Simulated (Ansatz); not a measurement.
`[Li][O][Si](C)(C)C` + HBr → `[Li][Br]` + trimethylsilanol at 700 K and 1 bar (ligand exchange at a Li–O bond).

Gas-phase electronic energies from Ansatz, PBE0-D4/def2-TZVP geometries. CCSD(T)/CBS adds triple-zeta CCSD(T) − MP2 to the extrapolated MP2 energy (def2 sets, frozen cores). For Br, Li outer-core shells are correlated without core-valence functions, which leaves a few kJ/mol of doubt a bond. Scalar relativity is left out up to krypton. One conformer a species, not always the lowest.

| species | CCSD(T)/CBS energy (Eh) | H − E (kJ/mol) | S (J/(mol·K)) |
| --- | --- | --- | --- |
| `[Li][O][Si](C)(C)C` | -491.47794 | 410.3 | 547.8 |
| HBr | -2573.91920 | 36.5 | 223.7 |
| `[Li][Br]` | -2580.90160 | 26.8 | 254.3 |
| `C[Si](C)(C)O` | -484.52812 | 428.5 | 526.5 |

H − E and S are ideal-gas, rigid-rotor, harmonic terms from PBE0-D4/def2-TZVP, for one conformer and one mirror image of each species. 1 Eh = 2625.50 kJ/mol, R = 8.31446 J/(mol·K).

Q: By hand: ΔE, ΔH, ΔS and ΔG.

A: ΔE = (-2580.90160) + (-484.52812) − (-491.47794) − (-2573.91920) = -0.03258 Eh = -85.5 kJ/mol. Δ(H − E) = 26.8 + 428.5 − 410.3 − 36.5 = 8.5, so ΔH = -77.0 kJ/mol. ΔS = 254.3 + 526.5 − 547.8 − 223.7 = 9.3 J/(mol·K). ΔG = -77.0 − 700 × (9.3)/1000 = -83.5 kJ/mol.

Q: By hand: the equilibrium constant, and the temperature at which ΔG would vanish if ΔH and ΔS stayed fixed.

A: log₁₀ K = −ΔG/(RT ln 10) = 6.2. ΔH and −TΔS have one sign here, so there is no such temperature.

The number of gas molecules stays the same, so ΔS is small and ΔH decides. A doubt of 5 kJ/mol in ΔE shifts log₁₀ K by 0.4 here. Other conformers and mirror images would add mixing entropy, several J/(mol·K) or more a flexible species. These are equilibria of isolated gas molecules and say nothing of rates. Largest T1 diagnostic: 0.011 (customary marks: 0.02 for closed shells, 0.045 for open ones).

ΔS is within the doubt of such terms, so its sign, and with it that verdict, could turn.
